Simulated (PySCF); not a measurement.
## Simulated absorption spectrum

Compound: C5H4F4S.
InChI=1S/C5H4F4S/c6-3-1-4(10-2-3)5(7,8)9/h1,3H,2H2/t3-/m1/s1

The calculation used PySCF 2.14.0, density-fitted response routines, TDDFT PBE0/def2-SVPD, vertical, gas phase, core orbitals frozen in the response. Geometry: GFN2-xTB; no solvent, vibrations or thermal averaging. Torsions of this conformer, `[F:1][C@@H:2]1[CH:3]=[C:4]([C:5]([F:6])([F:7])[F:8])[S:9][CH2:10]1`: C3–C4–C5–F6 2°.

Broadening: Gaussians 0.5 eV wide at half height, area fixed by f = 4.319×10⁻⁹ ∫ε dν̃. The width is an assumption, not a result. The curve ends short of the highest state used, and states not computed would add to its high-energy end.

E (eV), ε (L mol⁻¹ cm⁻¹) and a bar:
```
     4.02          8 
     4.13         46 
     4.24        195 #
     4.34        568 ####
     4.45       1427 #########
     4.56       2753 #################
     4.67       4093 ##########################
     4.78       4762 ##############################
     4.88       4546 #############################
     4.99       3761 ########################
     5.10       2939 ##################
     5.21       2250 ##############
     5.31       1650 ##########
     5.42       1001 ######
     5.53        488 ###
     5.64        192 #
     5.74         88 #
     5.85         88 
     5.96        157 #
     6.07        261 ##
     6.17        360 ##
     6.28        464 ###
     6.39        564 ####
     6.50        642 ####
```

Task: Where are the band maxima, and which computed states make them?

Result: 258 nm (4.80 eV), ε about 4800, made up of S1 (93%) (ε in L mol⁻¹ cm⁻¹; maxima over ε = 5, shares over 10%). At its high-energy end, 6.50 eV, the curve is still rising (ε about 640, from S3 and S4). The states used: S1 4.77 eV (f 0.083); S2 5.19 eV (f 0.032); S3 6.19 eV (f 0.0050); S4 6.57 eV (f 0.010); S5 7.03 eV (f 0.0070); S6 7.10 eV (f 0.014).

Task: On this curve, what absorbance would a 10⁻³ mol/L sample give at 308 nm over a 1 cm path?

Result: 308 nm is 4.025 eV, where ε is about 9.3 L mol⁻¹ cm⁻¹, so A = ε c l ≈ 0.0093 (Beer–Lambert, with the gas-phase spectrum and the assumed width).

Task: Coming from long wavelengths, where does ε first pass 100 L mol⁻¹ cm⁻¹?

Result: At about 296 nm (4.19 eV), 0.58 eV below S1.

Task: What would ε be at 4.80 eV, the highest of these maxima, with half the width (0.25 eV)?

Result: About 8700 L mol⁻¹ cm⁻¹ against 4780, a factor of about 1.8; a lone state at its own centre would give exactly 2.
